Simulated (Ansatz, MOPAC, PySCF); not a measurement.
Pair of molecules: BrH3Sn (SMILES [Br][SnH3]) (first 5 atoms) with NH3 (SMILES N); geometry from B3LYP-D3(BJ)/def2-TZVP, rigid monomers moved along the line of their centres of mass till Sn2···N6 is 5.39 Å.
(charge 0, multiplicity 1):
```csv
atom,x (Å),y (Å),z (Å)
Br,2.3333,-0.3259,0.9776
Sn,0.4383,1.0620,0.0434
H,1.1379,1.6311,-1.4228
H,0.1374,2.3863,1.0683
H,-0.8834,0.0554,-0.3238
N,-2.0363,-0.5496,4.5563
H,-2.9587,-0.3736,4.9387
H,-1.9242,-1.5523,4.4558
H,-1.3506,-0.2434,5.2375
```

Monomers are frozen at their geometry in the pair; levels with a basis set take the counterpoise correction. Rows marked so take none.

Correlated levels freeze the cores. Filled d and f shells under p-block atoms count as core. Rows in 3-21G carry no dispersion term and start afresh at each structure; the Pople sets are all-electron and without relativity. The state reached by AM1, PM6 isn't checked.

Codes used: Ansatz (an electronic-structure program) with Gaussian orbitals; MOPAC for AM1, PM6 (differences of heats of formation); PySCF for 3-21G rows, the dispersion terms.  In def2 rows elements past Kr take small-core potentials, without spin–orbit coupling.

```tsv
level	interaction energy (meV)
AM1	-19.1
PM6	-27.8
r2SCAN-D4/def2-TZVPPD	-34.1
B3LYP/3-21G (no counterpoise)	[?]
B3LYP/def2-TZVPPD	[?]
B3LYP-D4/def2-TZVPPD	-34.0
PBE0-D4/def2-TZVPPD	-37.0
MP2/def2-TZVPPD	-36.4
CCSD/def2-SVPD	-36.3
```

Question: Some entries are withheld; supply them.

Answer: 
- B3LYP/3-21G (no counterpoise), interaction energy (meV): -48.9
- B3LYP/def2-TZVPPD, interaction energy (meV): -23.8
